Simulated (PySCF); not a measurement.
C₄H₁₀OSi, SMILES C[C@H]1OC[Si@H]1C.

Coordinates come from a PBE0-D3(BJ)/def2-SVP optimisation. The structure was generated by enumeration; whether it is a known compound was not checked.

Two levels are set side by side: PBE/def2-TZVP (PySCF) and r2SCAN/def2-TZVP (PySCF). Same geometry, gas phase. Differences are taken from unrounded values.

```csv
quantity,r2SCAN
orbital gap (eV),5.69
highest occupied level (eV),-5.68
lowest empty level (eV),0.00
dipole moment (D),1.71
mean polarisability (bohr³),77.8
```

Q: What does PBE give, and how far is it from r2SCAN? (An estimate is asked for; the answer gives what the named calculation found.)

A: 
```
quantity                       PBE  PBE minus r2SCAN
---------------------------  -----  ----------------
orbital gap (eV)              5.05             -0.63
highest occupied level (eV)  -5.42              0.26
lowest empty level (eV)      -0.37             -0.37
dipole moment (D)             1.62             -0.09
mean polarisability (bohr³)   79.9               2.1
```

Rough cost on one machine, each run with all the roots and properties that it gave: r2SCAN against PBE about 4 times.
